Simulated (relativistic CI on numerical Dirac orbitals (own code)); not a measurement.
What each ingredient does to the levels of Sn I

Base calculation: Dirac-Coulomb-Breit CI, separate exchange-only KLI orbitals for each configuration, QED by a radiative potential, valence Slater integrals scaled by 0.85, P86 correlation energy added to each configuration.

Configurations in the expansion (outside the closed core [Kr] 4d10): 5s2 5p2, 5s2 5p 6s, 5s 5p3, 5s2 5p 6p, 5s2 5p 5d, 5s2 5p 7s, 5s2 5p 7p, 5s2 5p 6d, 5s2 5p 4f, 5s2 5d2, 5s2 5p 7d, 5s2 5p 5f, 5s2 5p 5g, 5s2 5p 6f, 5s2 5p 7f, 5p4. Levels of other configurations are missing.

Variants: (1) self-excluded LDA correlation estimate; (2) valence Slater integrals scaled by 0.75; (3) configuration mixing switched off; (4) non-relativistic limit. Shifts of the energy above 5s2 5p2 3P_0, in cm⁻¹, for the lowest level and the first level of each name with at least 55 % of one term (blank where a level changes its place among those of its configuration and J or its character, or is not in the variant):

| Level | Base | Δ(1) | Δ(2) | Δ(3) | Δ(4) | Measured |
| --- | --- | --- | --- | --- | --- | --- |
| 5s2 5p2 3P_0 | 0.0 | 0.0 | 0.0 | 0.0 | 0.0 | 0.0 |
| 5s2 5p2 3P_1 | 1629.1 | -0.9 | +63.4 | -58.9 | -1629.1 | 1691.8 |
| 5s2 5p2 3P_2 | 3360.1 | +0.3 | +25.4 | +55.4 | -3360.1 | 3427.7 |
| 5s2 5p2 1D_2 | 9455.3 | -0.9 | -597.8 | +78.5 | -3068.0 | 8613.0 |
| 5s2 5p2 1S_0 | 14912.2 | +36.4 | -851.1 | +4271.7 | -3764.3 | 17162.5 |
| 5s 5p3 5S°_2 | 34212.9 | +259.0 | +2688.6 | -1404.2 | -8493.5 | 39625.5 |
| 5s2 5p 6s 3P°_0 | 37044.6 | +1702.7 | -537.9 | -1331.0 | +1254.4 | 34640.8 |
| 5s2 5p 6s 3P°_1 | 37357.6 | +1704.0 | -560.4 | -1236.1 | +941.5 | 34914.3 |
| 5s2 5p 6s 3P°_2 | 41105.8 | +1702.0 | -517.6 | -1312.7 | -2806.7 | 38628.9 |
| 5s2 5p 6s 1P°_1 | 41888.4 | +1705.3 | -567.2 | -689.5 | -2548.1 | 39257.1 |
| 5s2 5p 6p 3D_1 | 44533.8 | +2395.6 | -527.3 | -1383.8 |  | 42342.2 |
| 5s2 5p 6p 3D_2 | 45454.1 | +2395.0 | -589.1 | -1376.5 | +184.2 | 43430.1 |
| 5s2 5p 6p 3P_0 | 45736.1 | +2389.5 | -637.3 | -1329.0 | +397.4 | 43799.1 |
| 5s2 5p 5d 3D°_1 | 45798.5 | +1400.8 | +20.4 | +960.5 |  | 44508.7 |
| 5s2 5p 6p 3D_3 | 49162.5 | +2392.0 | -540.1 | -1375.9 | -3524.2 | 47006.8 |
| 5s2 5p 6p 3P_2 | 49325.8 | +2391.3 | -582.7 | -1344.6 | -3192.3 | 47235.2 |
| 5s2 5p 6p 3S_1 | 49790.0 | +2396.2 | -632.6 | -1393.7 | -3163.7 | 47805.8 |
| 5s2 5p 6p 1D_2 | 50227.1 | +2386.4 | -673.6 | -1274.3 | -3099.7 | 48189.8 |
| 5s2 5p 5d 3P°_2 | 50465.7 | +1691.8 | -368.6 | +111.5 |  | 48669.4 |
| 5s2 5p 5d 3F°_4 | 50548.4 | +1822.6 | -474.1 | -1254.9 | -3804.0 | 48107.3 |
| 5s2 5p 7s 3P°_0 | 50607.8 | +1910.3 | -539.5 | -1298.2 | +929.7 |  |
| 5s2 5p 5d 3P°_0 | 51285.4 | +1746.1 | -447.0 | -315.6 | -4786.3 | 49487.1 |

For a near-neutral ion this model can misplace configurations by up to about 10,000 cm⁻¹ (more where the count of f electrons changes) and terms by 10 to 25 % of their spread. Rates follow the energies as ν³ (E1, M1) or ν⁵ (E2), so they and the lifetimes can be off by large factors. The fine structure of a lone outer electron comes out too small, for d and f at times inverted, and misplaced configurations move strength between like terms. 21 of the 31 excited levels that our extract of the measured tables holds in this range could be paired (the sources list more); they are missed by 2015 cm⁻¹ on average and 5413 at most, and levels without a partner can miss by more.

Measured levels: NIST Handbook of Basic Atomic Spectroscopic Data (Sansonetti and Martin, J. Phys. Chem. Ref. Data 34, 1559 (2005)).

Ionisation energy from the two ground configurations alone: base 7.616 eV; self-excluded LDA correlation estimate 7.738 eV; valence Slater integrals scaled by 0.75 7.576 eV. The NIST ASD value (measured) is 7.34392 eV. The gap of more than 2 % comes from missing correlation.

LS names give the leading component of a level, which can be under half, so a name can repeat, a term be missing and a line seem to break the LS rules.
